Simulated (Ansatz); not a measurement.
`[F][Sn]([F])([F])[O][SiH3]` + `F[Si](F)(Cl)[GeH3]` → `[F][Sn]([F])([F])[GeH3]` + `F[Si](F)(Cl)O[SiH3]`  (redistribution)

Calculated with Ansatz (gas phase, PBE0-D4/def2-TZVP geometries, no zero-point term in ΔE). CCSD(T)/CBS is the MP2 limit (def2-TZVPP, def2-QZVPP) plus CCSD(T) − MP2 in def2-TZVPP, frozen cores. Functionals use def2-TZVPP. B3LYP here is the variant with VWN-RPA as its local correlation; programs differ in this. def2 core potentials past Kr. For Ge, Sn outer-core shells are correlated without core-valence functions, which leaves a few kJ/mol of doubt a bond. Scalar relativity is left out up to krypton. Each species was taken in one conformer, which may not be the lowest.

Is it downhill or uphill in electronic energy at CCSD(T)/CBS, and by how much? (Best estimate.)

Ansatz gave: Downhill: ΔE = -40.0 kcal/mol.

What do these levels give: PBE-D4, r2SCANh-D4, B3LYP, r2SCANh, HF/def2-SVP, HF/def2-TZVPP? (Estimate.)

Ansatz gave: PBE-D4 -38.5, r2SCANh-D4 -41.9, B3LYP -42.6, r2SCANh -41.9, HF/def2-SVP -45.2, HF/def2-TZVPP -44.2 kcal/mol.

Largest T1 diagnostic among the species: 0.015.

From BLYP to BHLYP (50 % exact exchange), in def2-TZVPP and without D4, ΔE moves by −3.6 kcal/mol. At CCSD(T), def2-SVP lies +1.7 kcal/mol from the extrapolated value and def2-TZVPP +0.3 kcal/mol.
